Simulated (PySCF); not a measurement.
An unknown is described by computed data only.

Formula: C7H10O4.

| Property | Result |
| --- | --- |
| Rotational structure | rotational constants A, B, C: 3.102, 0.491, 0.460 GHz [GFN2-xTB] |
| Dipole | 0.73 D [PBE0/pcSseg-1] |
| 1H NMR | chemical shifts (computed TMS as zero) by class: 5.22 (1 H), 4.54 (2 H), 1.35 (3 H), 1.05 (2 H), 0.78 (2 H) ppm [GIAO PBE0/pcSseg-1] |
| NMR, other nuclei | isotropic shieldings of nuclei other than C and H, by class: -95 (1 O), -87 (1 O), 113 (1 O), 116 (1 O) ppm [GIAO PBE0/pcSseg-1] |
| 13C NMR | chemical shifts (computed TMS as zero) by class: 164.1 (1 C), 163.5 (1 C), 65.3 (1 C), 51.3 (1 C), 15.9 (1 C), 8.0 (2 C) ppm [GIAO PBE0/pcSseg-1] |

The electronic properties come from PySCF, for the isolated species, density fitting. Levels stand in brackets. Isolated species at its GFN2-xTB geometry (one conformer only). NMR classes are plain means over equivalent atoms (diastereotopic ones count apart unless rotation or inversion swaps them), as if these changed places fast.

Question: Propose a structure and show how it fits.

Answer: Numbering: `[CH3:1][CH2:2][O:3][C:4](=[O:5])[C:6](=[O:7])[O:8][CH:9]1[CH2:10][CH2:11]1`. Its formula, C7H10O4, gives 3 degrees of unsaturation: 1 ring and 2 π bonds in the structure found. 7 carbons fall into 6 classes; from least to most shielded: ester carbonyl carbon [C4] (164.1 ppm), ester carbonyl carbon [C6] (163.5 ppm), chain sp3 carbon bound to oxygen [C2] (65.3 ppm), ring sp3 carbon bound to oxygen [C9] (51.3 ppm), methyl carbon [C1] (15.9 ppm), three-membered-ring carbon [C10/C11] (8.0 ppm, 2 C). Hydrogen classes from least to most shielded: 1 H on an sp3 carbon bound to oxygen, C9 (5.22 ppm), 2 H on an sp3 carbon bound to oxygen, C2 (4.54 ppm, a mean of values up to 0.7 ppm apart in this geometry), 3 H on a methyl carbon, C1 (1.35 ppm, a mean of values up to 0.9 ppm apart in this geometry), 2 H on 2 three-membered-ring carbons, C10/C11 (1.05 ppm), 2 H on 2 three-membered-ring carbons, C10/C11 (0.78 ppm). The other shieldings belong to: -95 ppm, ester carbonyl oxygen [O5]; -87 ppm, ester carbonyl oxygen [O7]; 113 ppm, ester single-bonded oxygen [O8]; 116 ppm, ester single-bonded oxygen [O3]. The optimised geometry has point group C1 and is an asymmetric top. Structure: `CCOC(=O)C(=O)OC1CC1`. Computed isomers that give other values at the same levels: `C/C=C/COC(=O)OC(C)=O` (13C chemical shifts (computed TMS as zero) by class: 170.3 (1 C), 155.0 (1 C), 132.7 (1 C), 131.3 (1 C), 70.5 (1 C), 23.6 (1 C), 21.8 (1 C) ppm); `C=CCOC(=O)C(=O)OCC` (13C chemical shifts (computed TMS as zero) by class: 164.2 (1 C), 163.6 (1 C), 140.5 (1 C), 129.7 (1 C), 71.0 (1 C), 65.7 (1 C), 15.8 (1 C) ppm); `C=CCOC(=O)[C@@H](C)OC=O` (13C chemical shifts (computed TMS as zero) by class: 177.8 (1 C), 165.8 (1 C), 143.9 (1 C), 124.1 (1 C), 75.2 (1 C), 68.9 (1 C), 18.9 (1 C) ppm). The assignments are read from this structure; whether some other isomer fits the data as well wasn't checked.
